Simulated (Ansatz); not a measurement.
A made-up structure of ZnH3O (charge +1), singlet:

```tsv
atom	x (Å)	y (Å)	z (Å)
O1	-0.3946	-0.7433	0.1232
Zn2	0.5043	0.9500	-0.1575
H3	1.4514	-0.2360	0.0366
H4	-0.0613	-1.6096	-0.1476
H5	1.2022	2.2643	-0.3753
```

It is relaxed with PBE-D4/def2-SVP and then PBE0-D4/def2-TZVP (Ansatz 0.2.0). Atoms count as bonded within 1.22 times the sum of their covalent radii (H–H: 0.88 Å). The end point is not checked to be a true minimum.

(1) Does its bonding change? (A judgement: the text doesn't fix the answer.)

Answers

(1) By the calculation: Yes. Formed: O1–H3; broken: Zn2–H3.

Where it ends: The first stage lowers the energy by 4.49 eV in 13 steps. It ends as ZnH₃O ([OH2][ZnH]), total charge +1:
```xyz
5
angstrom
O 0.4346 -0.7053 0.0466
Zn 0.6756 1.1863 -0.2969
H 0.9937 -1.2497 0.6177
H -0.2646 -1.2606 -0.3246
H 0.8627 2.6547 -0.5635
```

Labels in which every atom is bracketed show which atoms are joined, not bond orders.

For scale, one of the runs: PBE0-D4/def2-TZVP relaxation, 97 basis functions, launched by `ansatz run in.yaml --threads 2 --pin off --events-out ev --progress --plain --max-ram 4352MiB`. The run took about 8.5 s on 2 CPU threads of an Arm Neoverse V1 (shared host).
